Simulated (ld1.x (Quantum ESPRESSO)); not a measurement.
u(r) = r·R(r): atom against pseudo-atom (C (Z = 6))

Columns: radius, all-electron u(r) and pseudo u(r) of the 2p shell (level -48.10 eV) of carbon in the configuration [He] 2s1 2p0; PBE, scalar-relativistic, TM scheme, ld1.x (Quantum ESPRESSO) 7.5.

| r (bohr) | all-electron | pseudo |
| --- | --- | --- |
| 0.148 | 0.1385 | 0.0420 |
| 0.296 | 0.3774 | 0.1603 |
| 0.444 | 0.5941 | 0.3333 |
| 0.592 | 0.7517 | 0.5294 |
| 0.740 | 0.8456 | 0.7135 |
| 0.888 | 0.8869 | 0.8553 |
| 1.036 | 0.8842 | 0.9357 |
| 1.184 | 0.8474 | 0.9506 |
| 1.332 | 0.7878 | 0.9090 |
| 1.480 | 0.7153 | 0.8283 |
| 1.628 | 0.6376 | 0.7275 |
| 1.776 | 0.5600 | 0.6227 |
| 1.924 | 0.4859 | 0.5243 |
| 2.072 | 0.4173 | 0.4377 |
| 2.220 | 0.3551 | 0.3643 |
| 2.368 | 0.2998 | 0.3031 |
| 2.516 | 0.2512 | 0.2521 |
| 2.664 | 0.2092 | 0.2093 |
| 2.812 | 0.1732 | 0.1732 |
| 2.960 | 0.1426 | 0.1426 |
| 3.108 | 0.1169 | 0.1169 |
| 3.256 | 0.0954 | 0.0954 |
| 3.404 | 0.0776 | 0.0776 |
| 3.552 | 0.0629 | 0.0629 |
| 3.700 | 0.0508 | 0.0508 |
| 3.848 | 0.0409 | 0.0409 |

Question: How many radial nodes do the two functions have?

Answer: The all-electron 2p function has n − l − 1 = 0; the pseudo-wave has 0.

Question: At about which radius was the pseudo-wave matched?

Answer: 2.96 bohr. The columns agree to 0.0005 from 2.66 bohr on; several derivatives are matched, so the curves merge somewhat inside the radius.

Question: Is the pseudo-wave norm-conserving?

Answer: Yes: the TM scheme keeps the norm inside the radius equal to the all-electron one, which fixes the energy derivative of the logarithmic derivative at the level.
